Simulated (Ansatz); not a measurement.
Species: InF, charge 0, triplet. This triplet is an excited state, 3.5 eV above the singlet at CCSD(T)/def2-QZVPP (Ansatz, a first-principles code). InF (SMILES [F][In], triplet).
B3LYP-D3(BJ)/def2-TZVP minimum from Ansatz:
```xyz
2

In     0.0000     0.0000    -0.3080
F      0.0000     0.0000     1.6767
```
Charge 0, spin multiplicity 3.

Total energies in def2-QZVPP, 10 correlated electrons, 10 frozen orbitals. Radicals and triplets start from unrestricted determinants; spin-orbit coupling is neglected. Cores are frozen in correlated methods (noble-gas shells, and filled d and f shells in the p block). Past Kr the def2 sets carry scalar-relativistic core potentials. Spin-orbit terms, left out, reach several kcal/mol for Br and I, and more for heavier atoms. The spin of FIn ([F][In], triplet) was assumed, and the state is the lowest solution found for it.

```tsv
method	program	energy (Eh)	minus CCSDT(Q) (mEh)
HF	Ansatz	-288.66046	322.80
MP2	Ansatz	-288.97453	8.73
CCSD	Ansatz	-288.97152	11.75
CCSD(T)	Ansatz	-288.98263	0.63
CCSDT(Q)	Ansatz	-288.98326	0.00
```

Rough core times of Ansatz's runs on a shared machine: CCSD(T) 90 s, CCSDT(Q) 40 min.
